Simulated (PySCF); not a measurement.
```xyz
7
charge 0 multiplicity 1, angstrom
Sb    0.0000    0.0000   -0.3234
O     1.6849    0.0963    0.7211
O    -0.9259    1.4110    0.7211
O    -0.7590   -1.5073    0.7211
H     1.6479   -0.5629    1.4289
H    -0.3365    1.7086    1.4289
H    -1.3114   -1.1457    1.4289
```

Method: PBE0 in PySCF with Sb def2-SVP with ECP28, O def2-SVP, H def2-SVP; scalar-relativistic core potentials, no spin–orbit coupling; density-fitted integrals.

This geometry of Sb(OH)₃ is a stationary point at this level.

(1) What is the point group?

(2) Is it a minimum?

(3) List the harmonic modes with their infrared intensities.

(4) What are the dipole moment and the gap between the highest occupied and lowest empty levels?

(5) Give the ideal-gas entropy at 298.15 K and 1 bar by parts.

Results:

(1) C3.

(2) Yes: all harmonic wavenumbers are real.

(3) 
```json
{"symmetry": "e", "ω (cm⁻¹)": "139", "IR (km/mol, summed over degenerate members)": "61.3"}
{"symmetry": "a", "ω (cm⁻¹)": "215", "IR (km/mol, summed over degenerate members)": "49.0"}
{"symmetry": "e", "ω (cm⁻¹)": "290", "IR (km/mol, summed over degenerate members)": "153"}
{"symmetry": "a", "ω (cm⁻¹)": "391", "IR (km/mol, summed over degenerate members)": "99.4"}
{"symmetry": "e", "ω (cm⁻¹)": "614", "IR (km/mol, summed over degenerate members)": "223"}
{"symmetry": "a", "ω (cm⁻¹)": "636", "IR (km/mol, summed over degenerate members)": "57.0"}
{"symmetry": "e", "ω (cm⁻¹)": "836", "IR (km/mol, summed over degenerate members)": "161"}
{"symmetry": "a", "ω (cm⁻¹)": "864", "IR (km/mol, summed over degenerate members)": "6.6"}
{"symmetry": "a", "ω (cm⁻¹)": "3844", "IR (km/mol, summed over degenerate members)": "118"}
{"symmetry": "e", "ω (cm⁻¹)": "3845", "IR (km/mol, summed over degenerate members)": "99.1"}
```

(4) 0.38 D and 7.31 eV.

(5) translation 173.0, rotation 99.7, vibration 55.8, spin 0.0; total 328.5 J/(mol K).

Only a few start shapes were tried, so a lower isomer may exist.
